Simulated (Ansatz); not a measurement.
The cluster Li₂Cl₂ (the lowest singlet isomer of a short search) was relaxed with r2SCAN-D4 (def2-TZVP) in Ansatz in these states: charge +1 doublet, neutral quintet, neutral singlet, neutral triplet. The geometries follow in no particular order.

A:

Cartesian coordinates in Å:
```
Li 0.820 -1.277 -0.147
Li 0.639 1.379 -0.114
Cl -0.499 -0.052 1.421
Cl -0.960 -0.051 -1.160
```

B:

Cartesian coordinates in Å:
```
Li -0.1899 -0.5634 -1.8117
Li 0.1900 0.5634 1.8117
Cl 0.7296 -1.0855 0.2611
Cl -0.7297 1.0854 -0.2610
```

C:

Cartesian coordinates in Å:
```
Li 0.843 0.715 -0.680
Li -0.843 -0.715 0.680
Cl 0.812 -1.480 -0.548
Cl -0.812 1.480 0.548
```

D:

```xyz
4

Li   -0.532    0.700   -1.599
Li    0.532   -0.700    1.599
Cl    3.604    0.211   -1.106
Cl   -3.605   -0.211    1.106
```

Question: Judge from the bond lengths which geometry belongs to which state (an estimate).

Answer: A is the neutral triplet (Li2–Cl3 2.387 Å, Li2–Cl4 2.387 Å, Li1–Cl4 2.387 Å); B is the charge +1 doublet (Li2–Cl3 2.327 Å, Li2–Cl4 2.327 Å, Li1–Cl4 2.327 Å); C is the neutral singlet (Li2–Cl3 2.199 Å, Li2–Cl4 2.199 Å, Li1–Cl4 2.199 Å); D is the neutral quintet (Li2–Cl3 4.194 Å, Li2–Cl4 4.194 Å, Li1–Cl4 4.194 Å).

At PBE0-D4/def2-TZVP a singlet lies 4.93 eV below the neutral triplet. At PBE0-D4/def2-TZVP a singlet lies 11.31 eV below the neutral quintet. In the triplet, Cl3 and Cl4 lie 2.62 Å apart (atoms count from 1), so these atoms are partly bonded to each other. In the charge 1 doublet, Cl3 and Cl4 lie 2.67 Å apart (atoms count from 1), so these atoms are partly bonded to each other. These are the stationary points nearest to one start from a short search; other shapes may lie lower in each state. The neutral quintet has come apart into loosely held pieces.
